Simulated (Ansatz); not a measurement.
B₁₃ (the lowest doublet isomer of a short search) was relaxed with PBE-D4 (def2-SVP) in Ansatz in these states: neutral doublet, neutral quartet. The geometries follow in no particular order.

A:

```tsv
atom	x (Å)	y (Å)	z (Å)
B1	-0.672	-2.520	0.281
B2	-2.219	1.488	-0.053
B3	-2.670	-0.018	0.118
B4	-1.004	0.302	0.012
B5	0.888	-2.533	0.215
B6	0.822	2.474	-0.283
B7	-0.711	2.010	-0.171
B8	-1.697	-1.286	0.202
B9	0.652	0.785	-0.108
B10	2.409	0.099	-0.114
B11	1.956	-1.412	0.057
B12	0.113	-1.016	0.096
B13	2.132	1.625	-0.254
```

B:

```xyz
13

B    -2.491   -0.801    0.035
B     0.323    1.842    1.892
B    -1.158    1.395    1.947
B    -0.173    0.671    0.801
B    -1.825   -1.616   -1.109
B     2.515    0.700   -0.141
B     1.505    1.329    0.910
B    -1.924    0.298    1.031
B     0.948   -0.006   -0.347
B     1.124   -1.231   -1.768
B    -0.372   -1.679   -1.715
B    -0.810   -0.533   -0.281
B     2.338   -0.368   -1.255
```

Question: Judge from the bond lengths which geometry belongs to which state (an estimate).

Answer: A is the neutral quartet (B7–B9 1.834 Å, B8–B12 1.833 Å, B4–B7 1.743 Å); B is the neutral doublet (B7–B9 1.916 Å, B8–B12 1.911 Å, B4–B7 1.806 Å).
